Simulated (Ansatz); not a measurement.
C4H3O (SMILES [c]1ccoc1), doublet, geometry from GFN2-xTB; BHLYP/STO-3G run with Ansatz (a quantum-chemistry and plane-wave program).

Ansatz was given this input:
Ansatz 0.2 input:
```yaml
crystal:
  periodic: [false, false, false]
  atoms:
    - {symbol: O, position_ang: [0.00320980, 0.03712410, 1.10077705]}
    - {symbol: C, position_ang: [-0.00470459, 1.13278412, 0.30613156]}
    - {symbol: C, position_ang: [0.00607725, -1.03890390, 0.29073263]}
    - {symbol: C, position_ang: [-0.00668530, 0.73246643, -0.98335742]}
    - {symbol: C, position_ang: [0.00019942, -0.67268721, -1.02298200]}
    - {symbol: H, position_ang: [-0.00805670, 2.09460371, 0.77436666]}
    - {symbol: H, position_ang: [0.01233026, -2.00397519, 0.75783522]}
    - {symbol: H, position_ang: [0.00072736, -1.30957797, -1.88156691]}
basis:
  gaussian:
    orbitals: STO-3G
hamiltonian:
  xc: {name: BHLYP}
magnetization: {spin_polarized: true, initial_magnetization: 1}
accuracy: high
```

What the program printed (banner, timings and long lists left out):

```
Functional definition: BHLYP
593 factors; integrals over basis functions are off by at most 2.2e-9 eV
mean field evaluation 1: about -6156.1124 eV, gradient 1.1e1 eV
mean field evaluation 2: about -6156.6230 eV, gradient 9.2e0 eV
mean field evaluation 4: about -6157.1415 eV, gradient 1.0e0 eV
mean field evaluation 8: about -6157.1960 eV, gradient 1.6e-1 eV
mean field evaluation 16: about -6157.1982 eV, gradient 8.6e-4 eV
mean field evaluation 32: about -6157.1982 eV, gradient 4.2e-8 eV
mean field -6157.19823500 eV, -226.2728616375 hartree, gradient 4.2e-8 eV, S^2 0.774028; 0 other end points of the search recorded, 0 dependent functions left out
reference -6157.19825542 eV, -226.2728623879 hartree; 18, 17 occupied and 10, 11 virtual orbitals, 593 factors
Total energy: -6157.19825542 eV, -226.2728623879 hartree
```
